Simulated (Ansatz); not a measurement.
`BC[SiH2]S[SiH3]` + `CC(N)=O` → `BNC(C)=O` + `C[SiH2]S[SiH3]`  (ligand exchange at a B–C bond)

Isolated molecules relaxed with PBE0-D4/def2-TZVP in Ansatz; ΔE leaves out vibrations. CBS: MP2 limit from def2 TZ/QZ plus the TZ coupled-cluster correction, frozen cores. Functionals use def2-TZVPP. Each species was taken in one conformer, which may not be the lowest.

```tsv
level	ΔE (kJ/mol)
ωB97M-V	-97.4
r2SCAN	-96.8
CCSD/def2-TZVPP	-105.9
CCSD(T)/def2-TZVPP	-103.5
```

(1) What does CCSD(T)/CBS give? (Best estimate.)

Largest T1 diagnostic among the species: 0.015.

Answers

(1) The calculation gave: -100.8 kJ/mol. The listed levels differ from it by 3.4, 4.0, -5.1, -2.7 kJ/mol.

The D4 term adds +9.6 kJ/mol with B3LYP and +5.2 kJ/mol with PBE0; it sums over pairs of atoms, weighted by their polarisabilities, and B3LYP, whose exchange is more repulsive, gets the larger term. In def2-TZVPP, CCSD(T) changes the Hartree–Fock value by +16.8 kJ/mol (the triples alone add +2.4 kJ/mol) and MP2 by +20.4 kJ/mol.

B3LYP here is the variant with VWN-RPA as its local correlation; programs differ in this.
